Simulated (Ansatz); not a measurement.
Ansatz results at the PBE0-D4/def2-TZVP geometry: LUMO energy (PBE0/def2-TZVPP) -0.40 eV; LUMO energy (B3LYP/def2-TZVPP) -0.59 eV; LUMO energy (ωB97M-V/def2-TZVPP) 1.57 eV.

Each molecule was computed in one conformer, which needn't be the lowest.

**Question.** Which molecule gave them?
A. `[NH2][GaH][AlH2]`
B. `N[SiH](Cl)BF`
C. `NB(F)[SiH2]Cl`
D. `N[SiH](F)BCl`

**Answer.** C. The others give `[NH2][GaH][AlH2]`: -2.01, -2.20, -0.40; `N[SiH](F)BCl`: -2.29, -2.46, -0.26; `N[SiH](Cl)BF`: -1.78, -1.98, 0.23.

B3LYP here is the variant with VWN-RPA as its local correlation; programs differ in this.
